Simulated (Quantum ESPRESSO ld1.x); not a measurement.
Problem. Species: Re IV. Configuration: [Xe] 4f14 5d2 6p2 (not the ground configuration). Method: Dirac Kohn-Sham, BLYP, spin-unpolarised, spherical densities, point nucleus; open shells fill j = l - 1/2 first; computed with ld1.x of Quantum ESPRESSO 7.5.

Spin-orbit splittings of the eigenvalues, e(l+1/2) - e(l-1/2), with zeta = 2 splitting/(2l+1) and mean radii in bohr:

| shell | occ. | splitting (eV) | zeta (eV) | <r> j=l-1/2 | <r> j=l+1/2 |
|---|---|---|---|---|---|
| 2p | 6 | 1440 | 960.2 | 0.06246 | 0.07053 |
| 3p | 6 | 312.8 | 208.5 | 0.1870 | 0.2019 |
| 3d | 10 | 67.89 | 27.16 | 0.1765 | 0.1811 |
| 4p | 6 | 73.01 | 48.67 | 0.4450 | 0.4785 |
| 4d | 10 | ? | ? | 0.4934 | 0.5048 |
| 4f | 14 | 2.521 | 0.7203 | 0.5737 | 0.5822 |
| 5p | 6 | 11.53 | 7.686 | 1.116 | 1.208 |
| 5d | 2 | 1.264 | 0.5056 | 1.572 | 1.611 |
| 6p | 2 | 1.877 | 1.252 | 2.766 | 2.948 |

Estimate the 4d splitting.

Solution. 13.49 eV (zeta = 5.394 eV).
